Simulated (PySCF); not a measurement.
acetonitrile (C2H3N), SMILES C(#N)C. Coordinates come from a B3LYP-D3(BJ)/def2-TZVP optimisation.

TDA-ωB97X/def2-SVPD (PySCF) puts the lowest singlet excitations at 7.94, 8.29, 8.29, 9.35, 9.35, 9.82 eV.

Question: What are the lowest excitation roots from PySCF with ADC(2)/aug-cc-pVDZ? (The exact figures need the calculation; the answer reports its results.)

Answer: 8.73, 8.83, 8.83, 9.02, 9.08, 9.08 eV. S1 differs by 0.80 eV (second minus first; roots are paired by order, and the bases may differ).
